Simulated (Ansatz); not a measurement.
System: F, charge 0, multiplicity 2.

Computed values are from Ansatz (a first-principles code). Cores are frozen in the correlated levels unless marked. UHF or UKS for open shells. Spin-orbit coupling is left out. Non-relativistic. CBS marks a two-point X^-3 extrapolation of the correlation energy; Hartree-Fock from the larger set (for Q and 5 zeta extrapolated as (X+1)exp(-9√X)).

```json
{
 "ionisation energy (to the triplet)": "17.42 eV at CCSD(T)/CBS(aug-cc-pVTZ,aug-cc-pVQZ)",
 "electron affinity (to the singlet; negative means unbound)": "3.44 eV at CCSD(T)/CBS(aug-cc-pVTZ,aug-cc-pVQZ)",
 "total_energy": "-99.6695 Eh at CCSD(T)/CBS(cc-pVQZ,cc-pV5Z)",
 "T1 diagnostic": "0.006 at CCSD/cc-pV5Z"
}
```
